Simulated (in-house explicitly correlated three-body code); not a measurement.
Computed with an exponentially correlated three-body code. Model: two electrons around a point charge, non-relativistic, variational in 260 exponentially correlated functions (energies converged to about 1e-7 hartree, or 1e-8 relative for large Z).

Command:
```bash
python run_hyl.py task.json out
```
Settings (lengths in bohr, energies in hartree):
```
Z                      9
screening              8.1
interaction_strength   1
functions              260
states_tried           1
```

Time taken, with all properties: 5.7 s on 1 thread of Intel(R) Xeon(R) Platinum 8375C CPU @ 2.90GHz (Ice Lake) (shared host).

**Ground state only, binding against the one-electron ion.**

Given: nuclear charge 9; Yukawa screening of all interactions 8.1 1/bohr.

Computed: one-electron threshold -1.9694497 hartree.

| term | energy (hartree) | binding (eV) |
| --- | --- | --- |
| 1 1S | -3.48867468 | 41.34 |

**Converged states only, values per electron or pair (inverse distances are <exp(-kr)/r>).**

| term | mean r (bohr) | mean r squared (bohr²) | mean inverse r (1/bohr) | mean r12 (bohr) | mean inverse r12 (1/bohr) | mean cosine | mean p1 dot p2 (bohr⁻²) | delta r1 (bohr⁻³) | delta r12 (bohr⁻³) |
| --- | --- | --- | --- | --- | --- | --- | --- | --- | --- |
| 1 1S | 0.38248 | 0.23382 | 1.6642 | 0.58218 | 0.40243 | -0.0066078 | 0.15821 | 72.805 | 4.0999 |
